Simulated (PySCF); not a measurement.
Computed with PBE0-D4/def2-TZVP // PBE0-D4/def2-SVP run with PySCF 2.14.0. Isolated molecules, 0 K electronic values unless said otherwise. One relaxed conformer stands for a flexible species; it need not be the lowest. Delta-SCF ions had no search for a lower state. Excitations are Tamm–Dancoff values on a coarser integration grid. The basis has no diffuse functions, so Rydberg states are missing or too high.

Reference species (SMILES): `B[C@]1(C=O)[C@H]2CC[C@@H]1CC2` (neutral, multiplicity 1).

| Property | Result |
|---|---|
| T1 excitation (TDA) | 3.51 eV |
| vertical ionisation energy (Delta-SCF) | 9.25 eV |

Changed species: `B[C@]12CC[C@H](CC1)[C@@H]2C=O`.

Task: Predict the effect on the T1 excitation (TDA) and vertical ionisation energy (Delta-SCF).

Result: the T1 excitation (TDA) increases by 0.09 eV, to 3.60 eV; the vertical ionisation energy (Delta-SCF) rises by 0.16 eV, to 9.41 eV.
